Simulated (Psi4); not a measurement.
C₃H₉Bi (SMILES [CH3][Bi]([CH3])[CH3]), singlet, geometry from GFN2-xTB (such geometries of metal compounds can be far from the true shape) (core potentials on Bi); Psi4 with CAM-B3LYP/def2-SV(P).

Here is a job for Psi4.
```
memory 2 GB

molecule {
0 1
  Bi   -0.00265924   -0.00463990    0.32774277
  C    -1.05486994   -1.53919065   -0.96882360
  H    -0.64425811   -2.52383649   -0.78776141
  H    -0.90946744   -1.27908881   -2.00731595
  H    -2.11451925   -1.54953889   -0.74958142
  C    -0.80582360    1.70974853   -0.92080720
  H    -0.65333574    1.48323884   -1.96613109
  H    -0.28504596    2.62610321   -0.67562231
  H    -1.86385686    1.84117722   -0.73586087
  C     1.88353121   -0.13071016   -0.92504196
  H     1.61103079   -0.12000137   -1.97045578
  H     2.41685485   -1.04639693   -0.70569174
  H     2.52628836    0.71436864   -0.71619253
}

set basis def2-sv(p)
set cholesky_tolerance 1e-6
set scf_type cd

energy('cam-b3lyp')
print_variables()
```

It wrote (shortened):

```
   => Loading Basis Set <=

    Name: DEF2-SV(P)
    Role: ORBITAL
    Keyword: BASIS

    !!!  WARNING: ECP capability is in beta. Please check occupations closely.  !!!

Traceback (most recent call last):
  File "psi4", line 375, in <module>
  File "<string>", line 35, in <module>
  File "site-packages/psi4/driver/driver.py", line 533, in energy
  File "site-packages/psi4/driver/procrouting/proc.py", line 2760, in run_scf
  File "site-packages/psi4/driver/procrouting/proc.py", line 1939, in scf_helper
  File "site-packages/psi4/driver/procrouting/proc.py", line 1433, in scf_wavefunction_factory
  File "site-packages/psi4/driver/procrouting/proc.py", line 1397, in build_functional_and_disp
  File "site-packages/psi4/driver/procrouting/dft/superfunctionals.py", line 135, in build_superfunctional

psi4.driver.p4util.exceptions.ValidationError: SCF: SCF_TYPE (CD) not supported for range-separated functionals, plese use SCF_TYPE = 'DF' to automatically select the correct JK build.

Printing out the relevant lines from the Psithon --> Python processed input file:
    """)
    core.IO.set_default_namespace("")
    core.set_global_option("BASIS", "def2-sv(p)")
    core.set_global_option("CHOLESKY_TOLERANCE", 1e-6)
    core.set_global_option("SCF_TYPE", "cd")
--> energy('cam-b3lyp')
    print_variables()

!----------------------------------------------------------------------------------!
!                                                                                  !
!  SCF: SCF_TYPE (CD) not supported for range-separated functionals, plese use     !
!     SCF_TYPE = 'DF' to automatically select the correct JK build.                !
!                                                                                  !
!----------------------------------------------------------------------------------!
```

The program refused the input.
